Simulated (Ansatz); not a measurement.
An input meant for AlCl3 (charge 0, singlet; atoms displaced at random, 0.08 Å in each coordinate; with a point charge).

```yaml
crystal:
  periodic: [false, false, false]
  atoms:
    - {symbol: Al, position_ang: [-0.186349, -0.049455, -0.061179]}
    - {symbol: Cl, position_ang: [-4.407214, -1.475246, 1.513756]}
    - {symbol: Cl, position_ang: [3.137640, 0.164396, 3.144187]}
    - {symbol: Cl, position_ang: [1.073912, 1.473803, -4.092690]}
basis:
  gaussian: {orbitals: "6-31G*", point_charges: [{charge: 2.00, position_ang: [3.956, -0.070, -0.187]}]}
hamiltonian: {xc: {name: B2GP-PLYP}}
scf: {lower_state_search: light}
```

```sh
$ ansatz run in.yaml --threads 2 --pin off --events-out ev --progress --plain --max-ram 4352MiB
```

Output, abridged:

```
Functional definition: B2GP-PLYP
660 factors; integrals over basis functions are off by at most 5.1e-4 eV
mean field evaluation 1: about -44121.8536 eV, gradient 3.5e1 eV
mean field evaluation 2: about -44121.8596 eV, gradient 3.5e1 eV
mean field evaluation 4: about -44106.0566 eV, gradient 5.8e1 eV
mean field evaluation 8: about -44130.1307 eV, gradient 3.3e0 eV
mean field evaluation 16: about -44130.2398 eV, gradient 5.8e-2 eV
mean field evaluation 32: about -44130.2523 eV, gradient 2.3e-6 eV
mean field evaluation 64: about -44130.2472 eV, gradient 7.3e-2 eV
mean field evaluation 96: about -44130.2179 eV, gradient 1.8e0 eV
mean field evaluation 128: about -44067.2998 eV, gradient 5.8e1 eV
mean field -44130.25233607 eV, -1621.7568607911 hartree, gradient 2.4e-6 eV, S^2 0.000000; 6 other end points of the search recorded, 0 dependent functions left out; unrestricted orbitals would lower it
20 core orbitals not correlated: weight in the atoms' cores, before any rotation towards them, 1.000 or more for the frozen orbitals, at most 0.000 for the correlated occupied ones
reference -44130.25250608 eV, -1621.7568670391 hartree; 12, 12 occupied and 44, 44 virtual orbitals, 660 factors
second order -27.89605864 eV of doubles, -0.00000000 eV of singles
Total energy: -44140.29508719 eV, -1622.1259250878 hartree
```

(1) Something in this input is off. What?

Results:

(1) The geometry is stretched to more than twice its size. The run converged. The result belongs to that input, not to the species as meant. The restricted singlet is unstable: a solution with broken spin symmetry lies lower.
